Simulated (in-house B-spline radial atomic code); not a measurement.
# Ho3+: [Kr] 4d10 4f11 5s2 5p5 (an excited or competing configuration)

Computed with a B-spline radial code for spherical atoms: Dirac-Hartree-Fock, average of configuration, Fermi nucleus of rms radius 5.2022 fm.

Z_r = [3n² - l(l+1)]/(2<r>); Z_e = n√(-2ε); the last column is Slater's effective charge. Values are occupation-weighted means over j. An effective charge above Z reflects the relativistic contraction of the inner shells.

```json
{"shell": "1s", "electrons": "2", "ε (eV)": "-55980", "<r> (bohr)": "0.02074", "Z_r": "72.34", "Z_e": "64.14", "Slater": "66.70"}
{"shell": "2s", "electrons": "2", "ε (eV)": "-9510.4", "<r> (bohr)": "0.08746", "Z_r": "68.60", "Z_e": "52.88", "Slater": "62.85"}
{"shell": "2p", "electrons": "6", "ε (eV)": "-8458.6", "<r> (bohr)": "0.07774", "Z_r": "64.32", "Z_e": "49.87", "Slater": "62.85"}
{"shell": "3s", "electrons": "2", "ε (eV)": "-2199.3", "<r> (bohr)": "0.2287", "Z_r": "59.03", "Z_e": "38.14", "Slater": "55.75"}
{"shell": "3p", "electrons": "6", "ε (eV)": "-1868", "<r> (bohr)": "0.2277", "Z_r": "54.91", "Z_e": "35.15", "Slater": "55.75"}
{"shell": "3d", "electrons": "10", "ε (eV)": "-1429.5", "<r> (bohr)": "0.2077", "Z_r": "50.55", "Z_e": "30.75", "Slater": "45.85"}
{"shell": "4s", "electrons": "2", "ε (eV)": "-482.83", "<r> (bohr)": "0.5196", "Z_r": "46.19", "Z_e": "23.83", "Slater": "39.25"}
{"shell": "4p", "electrons": "6", "ε (eV)": "-370.64", "<r> (bohr)": "0.5503", "Z_r": "41.79", "Z_e": "20.88", "Slater": "39.25"}
{"shell": "4d", "electrons": "10", "ε (eV)": "-212.27", "<r> (bohr)": "0.5991", "Z_r": "35.05", "Z_e": "15.80", "Slater": "27.85"}
{"shell": "5s", "electrons": "2", "ε (eV)": "-88.216", "<r> (bohr)": "1.286", "Z_r": "29.15", "Z_e": "12.73", "Slater": "12.25"}
{"shell": "5p", "electrons": "5", "ε (eV)": "-59.765", "<r> (bohr)": "1.486", "Z_r": "24.57", "Z_e": "10.48", "Slater": "12.25"}
{"shell": "4f", "electrons": "11", "ε (eV)": "-41.848", "<r> (bohr)": "0.7933", "Z_r": "22.69", "Z_e": "7.02", "Slater": "17.50"}
```

The least bound orbital is 4f7/2 at -41.38 eV, while the most diffuse is 5p3/2 (<r> = 1.515 bohr against 0.7988 bohr): energy order and size order differ.

Spin-orbit splittings of the orbital energies (j = l + 1/2 above j = l - 1/2 when positive): 2p 859.1 eV, 3p 182.8 eV, 3d 39.49 eV, 4p 41.26 eV, 4d 7.638 eV, 5p 5.511 eV, 4f 1.084 eV.

For the 1s electron the small component carries 6.27 % of the norm, the zero-frequency Breit interaction raises the level by 175.2 eV, self-energy by 106.2 eV, and vacuum polarisation lowers it by 18.1 eV.

The density falls to 0.001 bohr⁻³ at 3.165 bohr; Σ<r²> = 33.046 bohr² gives, by the non-relativistic formula and without the paramagnetism of open shells, a Langevin diamagnetic susceptibility of -26.17×10⁻⁶ cm³/mol.
